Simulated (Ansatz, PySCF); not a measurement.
N-methylsilyl-N-silylmethanamine (C2H11NSi2), SMILES [SiH3]N(C)[SiH2]C. Atoms are numbered in the order given.

```xyz
16

Si    -1.7293     0.7557    -0.5417
N     -0.4116    -0.0175     0.2959
C     -0.5590    -0.1814     1.7368
Si     0.9807    -0.7509    -0.4680
C      2.5875     0.0318     0.1019
H     -3.0028    -0.0317    -0.4491
H     -1.3579     0.9187    -1.9762
H     -2.0064     2.0954     0.0702
H      0.4081    -0.4051     2.2166
H     -1.2513    -1.0016     2.0035
H     -0.9372     0.7410     2.2120
H      1.0326    -2.2167    -0.1495
H      0.8133    -0.5820    -1.9421
H      2.7228    -0.0651     1.1904
H      3.4447    -0.4601    -0.3848
H      2.6110     1.1025    -0.1523
```

Geometry optimised at PBE0-D3(BJ)/def2-SVP. The values are those of a single conformer.

Two levels are set side by side: PBE-D3(BJ)/def2-SVP (Ansatz, a quantum-chemistry and plane-wave program) and PBE0-D3(BJ)/def2-SVP (Ansatz). Each level has its own optimised geometry; the coordinates shown are those of the second. Frequencies come from the Hessian of PySCF at each geometry. Differences are taken from unrounded values.

```json
[
 {"quantity": "mean bond length (Å)", "PBE0-D3(BJ)": "1.395"},
 {"quantity": "bond Si1–N2 (Å)", "PBE0-D3(BJ)": "1.742"},
 {"quantity": "bond N2–C3 (Å)", "PBE0-D3(BJ)": "1.458"},
 {"quantity": "bond N2–Si4 (Å)", "PBE0-D3(BJ)": "1.749"},
 {"quantity": "bond Si4–C5 (Å)", "PBE0-D3(BJ)": "1.876"},
 {"quantity": "bond Si1–H6 (Å)", "PBE0-D3(BJ)": "1.500"},
 {"quantity": "bond Si1–H7 (Å)", "PBE0-D3(BJ)": "1.491"},
 {"quantity": "bond Si1–H8 (Å)", "PBE0-D3(BJ)": "1.499"},
 {"quantity": "bond C3–H9 (Å)", "PBE0-D3(BJ)": "1.102"},
 {"quantity": "bond C3–H10 (Å)", "PBE0-D3(BJ)": "1.106"},
 {"quantity": "bond C3–H11 (Å)", "PBE0-D3(BJ)": "1.104"},
 {"quantity": "bond Si4–H12 (Å)", "PBE0-D3(BJ)": "1.501"},
 {"quantity": "bond Si4–H13 (Å)", "PBE0-D3(BJ)": "1.493"},
 {"quantity": "bond C5–H14 (Å)", "PBE0-D3(BJ)": "1.101"},
 {"quantity": "bond C5–H15 (Å)", "PBE0-D3(BJ)": "1.102"},
 {"quantity": "bond C5–H16 (Å)", "PBE0-D3(BJ)": "1.101"},
 {"quantity": "highest harmonic wavenumber (cm⁻¹)", "PBE0-D3(BJ)": "3167"},
 {"quantity": "mean harmonic wavenumber (cm⁻¹)", "PBE0-D3(BJ)": "1289"},
 {"quantity": "zero-point energy (kcal/mol)", "PBE0-D3(BJ)": "77.40"}
]
```

Problem. What does PBE-D3(BJ) give, and how far is it from PBE0-D3(BJ)? (An estimate is asked for; the answer gives what the named calculation found.)

Solution. 
```
quantity                            PBE-D3(BJ)  PBE-D3(BJ) minus PBE0-D3(BJ)
----------------------------------  ----------  ----------------------------
mean bond length (Å)                     1.405                         0.010
bond Si1–N2 (Å)                          1.756                         0.014
bond N2–C3 (Å)                           1.467                         0.009
bond N2–Si4 (Å)                          1.764                         0.015
bond Si4–C5 (Å)                          1.887                         0.011
bond Si1–H6 (Å)                          1.512                         0.012
bond Si1–H7 (Å)                          1.501                         0.010
bond Si1–H8 (Å)                          1.509                         0.011
bond C3–H9 (Å)                           1.111                         0.009
bond C3–H10 (Å)                          1.115                         0.009
bond C3–H11 (Å)                          1.112                         0.008
bond Si4–H12 (Å)                         1.512                         0.011
bond Si4–H13 (Å)                         1.503                         0.010
bond C5–H14 (Å)                          1.109                         0.008
bond C5–H15 (Å)                          1.110                         0.008
bond C5–H16 (Å)                          1.108                         0.008
highest harmonic wavenumber (cm⁻¹)        3081                           -86
mean harmonic wavenumber (cm⁻¹)           1248                           -41
zero-point energy (kcal/mol)             74.95                         -2.44
```

Exact exchange shortens and stiffens bonds; PBE has none. Differences between two approximate levels are no errors against the true value.
